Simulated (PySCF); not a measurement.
Dipole response of Pd³⁺ (palladium, charge +3)

[Kr] 4d7, high-spin 4F determinant. Calculation: PySCF 2.14, in aug-cc-pVDZ-PP with ECP28MDF (5s5p4d2f, 54 functions); a scalar-relativistic core potential. Coupled (time-dependent) response in atomic units; α is the mean over directions. A double-zeta set is small for polarisabilities.

| method | mean α (bohr³) | C₆ (like pair) | S(−4) |
| --- | --- | --- | --- |
| UHF | 3.973 | 17.91 | 2.654 |
| PBE | 4.370 | 19.95 | 3.692 |
| PBE0 | 4.239 | 19.30 | 3.304 |
| HSE06 | 4.241 | 19.30 | 3.312 |
| TPSSh | 4.286 | 19.61 | 3.415 |

S(−4) is the Cauchy moment in α(ω) = α(0) + S(−4) ω² + …

Spin-orbit coupling is absent.

α(iu) at UHF:

```json
{"u (hartree)": "0", "α(iu) (bohr³)": "3.973"}
{"u (hartree)": "0.0500", "α(iu) (bohr³)": "3.966"}
{"u (hartree)": "0.100", "α(iu) (bohr³)": "3.947"}
{"u (hartree)": "0.200", "α(iu) (bohr³)": "3.872"}
{"u (hartree)": "0.300", "α(iu) (bohr³)": "3.757"}
{"u (hartree)": "0.500", "α(iu) (bohr³)": "3.457"}
{"u (hartree)": "0.750", "α(iu) (bohr³)": "3.042"}
{"u (hartree)": "1.00", "α(iu) (bohr³)": "2.649"}
{"u (hartree)": "1.50", "α(iu) (bohr³)": "2.001"}
{"u (hartree)": "2.00", "α(iu) (bohr³)": "1.526"}
{"u (hartree)": "3.00", "α(iu) (bohr³)": "0.9360"}
{"u (hartree)": "5.00", "α(iu) (bohr³)": "0.4326"}
```

A single London oscillator, α(iu) = α/(1 + u²/ω²), gives C₆ = (3/4) ω α². Matching the computed C₆ needs ω = 4 × 17.91 / (3 × 3.973²) = 1.51 hartree.

For an ion, C₆ is the dispersion term alone; charge-induced terms of lower order in 1/R come first.

Energies and moments cover only the electrons outside the core potential.
